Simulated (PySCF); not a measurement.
**DyH2 at several levels of theory**

Computed with PySCF 2.14.0 (density fitting, no spin-orbit coupling) at the geometry relaxed with PBE0:

```xyz
3
DyH2 (singlet in the valence; each metal's 4f electrons, 10 of them, lie in its core potential, out of spins and levels)
Dy    0.0000    0.0000   -0.0974
H     1.8518    0.0000    0.9901
H    -1.8518    0.0000    0.9901
```

| level | basis | state | HOMO (eV) | gap (eV) | charge on Dy1 (e) | population of f-type functions on Dy1 (polarisation alone where 4f lies in the core) | dipole about the centre of mass (D) | largest force component (eV/Å) |
| --- | --- | --- | --- | --- | --- | --- | --- | --- |
| PBE0 | Dy lcecp-0-SVP with ECP56, H def2-SVP | singlet | – | – | 0.38 | 0.01 | 6.32 | 0.00 |
| r2SCAN | the same | singlet | – | – | 0.38 | 0.01 | 6.37 | 0.04 |
| CAM-B3LYP | the same | singlet | – | – | 0.38 | 0.01 | 6.50 | 0.04 |

In the lcecp rows the 4f levels are missing from HOMO and gap, and the state counts the valence alone.

Charges are Mulliken's, which hang on the basis. The relaxation used the grid (50, 194), these runs (75, 302) or, all-electron (x2c bases, spin-free X2C Hamiltonian), (99, 590).

Problem. What does PBE0 with Dy lcecp-0-TZVP with ECP56, H def2-TZVP give here?

Solution. state singlet, charge on Dy1 (e) 0.62, population of f-type functions on Dy1 (polarisation alone where 4f lies in the core) 0.01, dipole about the centre of mass (D) 6.33, largest force component (eV/Å) 0.09. Time: 2 s on 2 threads of Arm Neoverse V2, on a shared host, from free ions and atoms.

An lcecp potential fixes the number of 4f electrons, so in runs with it no electron can move into or out of that shell; real Dy(II) is rare or takes another configuration.
